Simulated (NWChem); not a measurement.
Molecule: C3H6O2; SMILES O[C@@H]1C[C@H]1O

```xyz
11

O     -0.4134    -1.8574     0.1197
C     -0.0956    -0.6106    -0.4336
C      1.2165    -0.0125    -0.0076
C     -0.0926     0.6122     0.4349
O     -0.5359     1.8007    -0.1603
H     -1.3787    -1.8993     0.2144
H     -0.3931    -0.4550    -1.4721
H      1.7899    -0.5608     0.7345
H      1.7989     0.5079    -0.7631
H     -0.3777     0.4660     1.4788
H      0.0337     2.5200     0.1555
```
Atoms are numbered in this order, from 1.

Results from NWChem. Pople sets run with spherical d functions. Structure relaxed at the B3LYP/6-31G* (spherical d) level. Level: B3LYP/6-31G* with SMD (1 M gas to 1 M solution), gas-phase geometry.

**Question.** What does the run give for solvent water? Quantities: solvation free energy (kcal/mol); cavity-dispersion-structure term (kcal/mol); dipole in solution (D).

**Answer.** 
```json
{
  "solvation free energy (kcal/mol)": "-9.5",
  "cavity-dispersion-structure term (kcal/mol)": "2.6",
  "dipole in solution (D)": "1.65"
}
```
